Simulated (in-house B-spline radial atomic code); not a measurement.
Configurations of Nd²⁺, with energies counted from [Xe] 4f4. Computed with a radial B-spline atomic code at the basis-set limit: Dirac-Hartree-Fock, average of configuration, Fermi nucleus of rms radius 4.9123 fm. Energies include first-order Breit, QED and recoil terms.

Occupations are held fixed; configurations that lie above the ionisation limit could autoionise.

```
            configuration  E - E(ref) (eV)  highest orbital  its <r> (bohr)
             [Xe] 4f3 5d1         0.085577            5d5/2           2.516
             [Xe] 4f3 8s1            13.15            8s1/2           11.16
             [Xe] 4f3 9s1           14.929            9s1/2           16.39
             [Xe] 4f3 6g1           15.276            6g7/2           14.64
             [Xe] 4f3 8g1           16.766            8g7/2           28.62
[Kr] 4d10 4f4 5s2 5p5 5d1           21.595            5d5/2           2.599
 [Kr] 4d9 4f4 5s2 5p6 6s1            122.6            6s1/2           3.642
 [Kr] 4d9 4f4 5s2 5p6 7p1           132.57            7p3/2            8.03
 [Kr] 4d9 4f4 5s2 5p6 9p1           136.76            9p3/2           18.23
 [Kr] 4d9 4f4 5s2 5p6 7g1           137.59            7g7/2           21.13
```

(1) Order these further configurations by energy, lowest first.
A. [Kr] 4d10 4f4 5s2 5p5 7s1
B. [Xe] 4f3 7p1
C. [Xe] 4f3 7d1
D. [Xe] 4f3 6d1
E. [Kr] 4d10 4f4 5s2 5p5 5g1

(2) How far above the reference does [Kr] 4d10 4f4 5s2 5p5 7g1 lie?

(3) How far above the reference does [Kr] 4d9 4f4 5s2 5p6 8s1 lie?

(4) How far above the reference does [Xe] 4f3 8p1 lie?

(5) One of these lies 37.63 eV from the reference. Which?
A. [Kr] 4d10 4f4 5s2 5p5 8d1
B. [Kr] 4d9 4f4 5s2 5p6 9g1
C. [Kr] 4d10 4f4 5s2 5p5 8g1

Results:

(1) D (9.8599 eV), B (11.173 eV), C (13.271 eV), A (30.633 eV), E (34.646 eV).

(2) 37.046 eV; its least bound orbital is 7g7/2 with <r> = 21.12 bohr.

(3) 134.55 eV; its least bound orbital is 8s1/2 with <r> = 11.14 bohr.

(4) 13.89 eV; its least bound orbital is 8p3/2 with <r> = 12.65 bohr.

(5) C.
